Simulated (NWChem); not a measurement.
System: Si2H4O, singlet; SMILES O[Si][SiH3]

Here is an NWChem input.

```
start job
memory heap 200 mb stack 900 mb global 1100 mb
geometry units angstroms noautoz
  Si    -0.730418     0.868835    -0.061240
  O      0.782014     1.619374     0.062743
  H      1.582143     1.058360     0.073869
  Si     0.093541    -1.452406    -0.016928
  H      1.581540    -1.500972    -0.315329
  H     -0.599341    -2.414344    -0.951491
  H     -0.076966    -2.002588     1.383499
end
basis spherical
  * library def2-svp
end
dft
  xc b3lyp
  iterations 150
  mulliken
end
task dft energy
```

Low-valent species are run as closed-shell singlets; no triplet was tried in these runs. All runs use the structure optimised with PBE-D3(BJ)/def2-SVP. B3LYP is NWChem's, with the RPA form of VWN correlation.

Q: Predict the main results of this run. (B3LYP/def2-SVP.) Quantities: energy (Ha); highest occupied level (eV); orbital gap (eV); dipole (D).

A: 
```
Item                          Result
---------------------------  -------
energy (Ha)                  -656.39
highest occupied level (eV)    -6.08
orbital gap (eV)                3.50
dipole (D)                      0.82
```
